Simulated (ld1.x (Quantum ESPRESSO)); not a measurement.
What one change does to a pseudopotential (cadmium (Cd), TM)

| Quantity | Value |
| --- | --- |
| Element | cadmium (Cd) |
| Generator | ld1.x (Quantum ESPRESSO) 7.5 |
| Type | norm-conserving Troullier–Martins (Kleinman–Bylander form) |
| Functional | PBEsol |
| Relativity | scalar-relativistic |
| Frozen core | [Ar] 3d10 |
| Valence charge | 20 |
| Reference configuration | 4s2 4p6 4d9 5s0 5p0 (charge +3) |
| Partial waves | 4s (bound): rc 1.20 bohr; 4d (bound): rc 1.55 bohr; 4p (bound): rc 1.25 bohr |
| Local potential | the p channel |
| Core correction | none |

Change: all radii scaled by about 0.83 (s 1.00, p 1.04, d 1.30 bohr).

Cutoffs: the cutoffs (Ry, on a coarse ladder) from which the occupation-weighted sum of valence levels, in a spherical-Bessel basis at the reference potential, stays within 10 and 1 mRy of its value at 400 Ry; they do not see the model core or the augmentation charge, which bear on the density cutoff. Errors are all-electron minus pseudo energies relative to the spin-unpolarised reference configuration.

Task: What does the change do?

Result: The potential gets harder (120 Ry and 180 Ry → 180 Ry and 260 Ry); of the 7 tests that both files solve, the error grows in 0 and shrinks in 7 by more than 15 % and 0.3 meV (median size 151.0 → 58.7 meV); neither file shows a bound ghost. A smaller radius makes the pseudo-wave follow the all-electron one further in, where it bends more sharply, so more plane waves are needed. Less of the atom is replaced, so other configurations are described better.

| quantity | base | changed |
| --- | --- | --- |
| cutoff, loose | 120 Ry | 180 Ry |
| cutoff, tight | 180 Ry | 260 Ry |
| loose cutoff by channel (10 mRy a level) | s 100 Ry, d 60 Ry, p 70 Ry | s 140 Ry, d 70 Ry, p 90 Ry |
| bound ghosts | none | none |
| error for 4s2 4p6 4d10 5s2 5p0, meV [ΔE -64.40 eV] | +661 | +171 |
| error for 4s2 4p6 4d10 5s1 5p0, meV [ΔE -55.09 eV] | +426 | +113 |
| error for 4s2 4p6 4d10 5s0 5p0, meV [ΔE -38.00 eV] | +13 | +9.1 |
| error for 4s2 4p6 4d10 5s1 5p1, meV [ΔE -59.67 eV] | +425 | +118 |
| error for 4s2 4p6 4d10 5s0 5p2, meV [ΔE -54.64 eV] | +151 | +59 |
| error for 4s2 4p6 4d8 5s0 5p0, meV [ΔE 54.04 eV] | +5.2 | -1.1 |
| error for 4s2 4p6 4d10 5s0 5p1, meV [ΔE -49.25 eV] | +116 | +46 |
